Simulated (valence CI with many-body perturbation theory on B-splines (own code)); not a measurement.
## E1 line list for Cs³⁹⁺

Level of theory: relativistic CI+MBPT: six valence electrons over a frozen Dirac-Fock core [Ne], radial functions for each j: 9 s, 9 p, 8 d, 6 f, 3 g, 1 h, with the one-electron correlation potential Σ1 (screened to all orders), the two-electron term Σ2, the three-electron term Σ3, Breit, model QED; selected single and double excitations, second order for the rest, scaled by the run's own slope (own B-spline code, finite nucleus).

No measured spectrum was set against this ion. As an estimate, large intervals hold to a few tenths of a per cent, small ones and those within an open d or f shell to about a per cent. Among the levels kept, up to 1100 cm⁻¹ of a level comes from second order outside the variational space, and about a tenth of that is noise between levels of different J, which matters for small intervals.

Lines 1 to 50 of 85 in falling wavelength, among levels below 2446500 cm⁻¹, chosen from the strongest by gf and those to the six lowest levels. Wavelengths and rates use the calculated energies. Electric multipoles are in the length gauge with retardation, E1 and E2 with the static RPA response of the core. Weak lines are less certain than strong ones. Lines between different terms over intervals too small for the method are left out, as are lines whose strength nearly cancels. The highest levels of a list are the least certain.

Levels are named by their leading jj configuration (3d3/2^4 stands for four electrons in 3d with j = 3/2), which in mixed levels can hold well under half, so a name can repeat and another be missing. Letters in brackets count levels of one name in rising energy.

```tsv
λ vac (Å)	Upper	Lower	A (s⁻¹)	S (a.u.) with core polarisation	S without
811.3	(3s^2 3p3/2^4) J=0	(3s^2 3p1/2^2 3p3/2 3d3/2) J=1	1.18e+05	3.11e-05	3.17e-05
509.9	(3s^2 3p1/2^2 3p3/2 3d5/2) J=1	(3s^2 3p3/2^4) J=0	6.86e+05	1.35e-04	1.37e-04
307.9	(3s 3p1/2^2 3p3/2^3) J=1	(3s^2 3p3/2^4) J=0	1.19e+07	5.12e-04	5.22e-04
209.1	(3s^2 3p1/2 3p3/2^2 3d3/2) J=1 [a]	(3s^2 3p3/2^4) J=0	2.44e+07	3.30e-04	3.37e-04
179.7	(3s^2 3p1/2^2 3p3/2 3d3/2) J=2	(3s^2 3p1/2 3p3/2^3) J=2	4.15e+07	5.95e-04	6.07e-04
170.5	(3s^2 3p1/2^2 3p3/2 3d3/2) J=1	(3s^2 3p1/2 3p3/2^3) J=2	2.07e+08	1.52e-03	1.55e-03
166.7	(3s^2 3p1/2^2 3p3/2 3d3/2) J=3	(3s^2 3p1/2 3p3/2^3) J=2	3.18e+06	5.10e-05	5.18e-05
163.0	(3s^2 3p1/2^2 3p3/2 3d3/2) J=2	(3s^2 3p1/2 3p3/2^3) J=1	2.04e+07	2.18e-04	2.23e-04
155.5	(3s^2 3p1/2^2 3p3/2 3d3/2) J=1	(3s^2 3p1/2 3p3/2^3) J=1	3.21e+07	1.78e-04	1.82e-04
152.4	(3s^2 3p1/2^2 3p3/2 3d3/2) J=0	(3s^2 3p1/2 3p3/2^3) J=1	4.28e+07	7.47e-05	7.60e-05
148.6	(3s^2 3p1/2 3p3/2^2 3d5/2) J=1 [a]	(3s^2 3p3/2^4) J=0	2.51e+08	1.22e-03	1.25e-03
140.5	(3s^2 3p1/2^2 3p3/2 3d5/2) J=2	(3s^2 3p1/2 3p3/2^3) J=2	5.46e+08	3.74e-03	3.82e-03
132.0	(3s^2 3p1/2 3p3/2^2 3d3/2) J=1 [b]	(3s^2 3p3/2^4) J=0	2.99e+08	1.02e-03	1.04e-03
130.1	(3s^2 3p1/2^2 3p3/2 3d5/2) J=2	(3s^2 3p1/2 3p3/2^3) J=1	7.90e+08	4.30e-03	4.39e-03
119.3	(3s^2 3p1/2 3p3/2^2 3d3/2) J=1 [c]	(3s^2 3p3/2^4) J=0	1.40e+08	3.51e-04	3.58e-04
114.7	(3s^2 3p1/2^2 3p3/2 3d5/2) J=3	(3s^2 3p1/2 3p3/2^3) J=2	2.03e+06	1.06e-05	1.07e-05
110.4	(3s^2 3p1/2^2 3p3/2 3d5/2) J=1	(3s^2 3p1/2 3p3/2^3) J=2	1.71e+09	3.41e-03	3.48e-03
109.5	(3s^2 3p1/2 3p3/2^2 3d5/2) J=1 [b]	(3s^2 3p3/2^4) J=0	2.04e+08	3.97e-04	4.06e-04
107.2	(3s 3p1/2^2 3p3/2^3) J=2	(3s^2 3p1/2 3p3/2^3) J=2	4.15e+09	1.26e-02	1.29e-02
103.9	(3s^2 3p1/2^2 3p3/2 3d5/2) J=1	(3s^2 3p1/2 3p3/2^3) J=1	5.12e+08	8.49e-04	8.66e-04
101.1	(3s 3p1/2^2 3p3/2^3) J=2	(3s^2 3p1/2 3p3/2^3) J=1	5.94e+09	1.51e-02	1.54e-02
96.67	(3s 3p1/2^2 3p3/2^3) J=1	(3s^2 3p1/2 3p3/2^3) J=2	1.00e+10	1.34e-02	1.37e-02
91.63	(3s 3p1/2^2 3p3/2^3) J=1	(3s^2 3p1/2 3p3/2^3) J=1	4.01e+09	4.56e-03	4.66e-03
84.68	(3s^2 3p1/2 3p3/2^2 3d3/2) J=2 [a]	(3s^2 3p1/2 3p3/2^3) J=2	2.92e+08	4.38e-04	4.45e-04
84.18	(3s^2 3p1/2 3p3/2^2 3d3/2) J=1 [a]	(3s^2 3p1/2 3p3/2^3) J=2	2.32e+09	2.05e-03	2.08e-03
82.94	(3s^2 3p1/2^2 3p3/2 3d3/2) J=1	(3s^2 3p1/2^2 3p3/2^2) J=0	5.22e+08	4.41e-04	4.48e-04
81.87	(3s^2 3p1/2 3p3/2^2 3d3/2) J=3 [a]	(3s^2 3p1/2 3p3/2^3) J=2	1.06e+08	2.00e-04	2.05e-04
80.79	(3s^2 3p1/2 3p3/2^2 3d3/2) J=2 [a]	(3s^2 3p1/2 3p3/2^3) J=1	7.51e+06	9.78e-06	9.91e-06
80.74	(3s^2 3p1/2 3p3/2^2 3d3/2) J=0	(3s^2 3p1/2 3p3/2^3) J=1	1.10e+09	2.85e-04	2.89e-04
80.34	(3s^2 3p1/2 3p3/2^2 3d3/2) J=1 [a]	(3s^2 3p1/2 3p3/2^3) J=1	1.43e+07	1.10e-05	1.09e-05
78.07	(3s^2 3p1/2^2 3p3/2 3d3/2) J=2	(3s^2 3p1/2^2 3p3/2^2) J=2	1.81e+09	2.13e-03	2.17e-03
76.28	(3s^2 3p1/2^2 3p3/2 3d3/2) J=1	(3s^2 3p1/2^2 3p3/2^2) J=2	1.66e+09	1.09e-03	1.11e-03
75.52	(3s^2 3p1/2^2 3p3/2 3d3/2) J=3	(3s^2 3p1/2^2 3p3/2^2) J=2	4.97e+07	7.39e-05	7.45e-05
75.03	(3s^2 3p1/2 3p3/2^2 3d5/2) J=3 [a]	(3s^2 3p1/2 3p3/2^3) J=2	1.84e+08	2.68e-04	2.72e-04
74.56	(3s^2 3p1/2 3p3/2^2 3d3/2) J=2 [b]	(3s^2 3p1/2 3p3/2^3) J=2	8.27e+07	8.46e-05	8.68e-05
72.33	(3s^2 3p1/2 3p3/2^2 3d5/2) J=1 [a]	(3s^2 3p1/2 3p3/2^3) J=2	1.13e+07	6.31e-06	6.89e-06
71.53	(3s^2 3p1/2 3p3/2^2 3d3/2) J=2 [b]	(3s^2 3p1/2 3p3/2^3) J=1	4.82e+08	4.35e-04	4.43e-04
69.68	(3s^2 3p1/2 3p3/2^2 3d5/2) J=0	(3s^2 3p1/2 3p3/2^3) J=1	7.29e+08	1.22e-04	1.25e-04
69.64	(3s^2 3p1/2^2 3p3/2 3d5/2) J=2	(3s^2 3p1/2^2 3p3/2^2) J=2	1.07e+09	8.94e-04	9.01e-04
69.47	(3s^2 3p1/2 3p3/2^2 3d5/2) J=1 [a]	(3s^2 3p1/2 3p3/2^3) J=1	8.19e+08	4.07e-04	4.12e-04
69.24	(3s^2 3p1/2 3p3/2^2 3d3/2) J=3 [b]	(3s^2 3p1/2 3p3/2^3) J=2	1.48e+09	1.70e-03	1.72e-03
68.64	(3s^2 3p1/2 3p3/2^2 3d3/2) J=2 [c]	(3s^2 3p1/2 3p3/2^3) J=2	1.95e+09	1.56e-03	1.59e-03
68.17	(3s^2 3p1/2 3p3/2^2 3d3/2) J=1 [b]	(3s^2 3p1/2 3p3/2^3) J=2	1.79e+08	8.41e-05	8.75e-05
66.06	(3s^2 3p1/2 3p3/2^2 3d3/2) J=2 [c]	(3s^2 3p1/2 3p3/2^3) J=1	8.84e+09	6.29e-03	6.40e-03
65.62	(3s^2 3p1/2 3p3/2^2 3d3/2) J=1 [b]	(3s^2 3p1/2 3p3/2^3) J=1	3.37e+09	1.41e-03	1.43e-03
65.57	(3s^2 3p1/2^2 3p3/2 3d5/2) J=1	(3s^2 3p1/2^2 3p3/2^2) J=0	2.32e+10	9.69e-03	9.84e-03
65.40	(3s^2 3p1/2 3p3/2^2 3d5/2) J=2 [a]	(3s^2 3p1/2 3p3/2^3) J=2	1.09e+09	7.54e-04	7.66e-04
64.60	(3s^2 3p1/2 3p3/2^2 3d3/2) J=1 [c]	(3s^2 3p1/2 3p3/2^3) J=2	6.72e+09	2.68e-03	2.73e-03
63.72	(3s^2 3p1/2 3p3/2^2 3d5/2) J=3 [b]	(3s^2 3p1/2 3p3/2^3) J=2	2.42e+09	2.16e-03	2.20e-03
63.06	(3s^2 3p1/2 3p3/2^2 3d5/2) J=2 [a]	(3s^2 3p1/2 3p3/2^3) J=1	3.93e+09	2.43e-03	2.47e-03
```
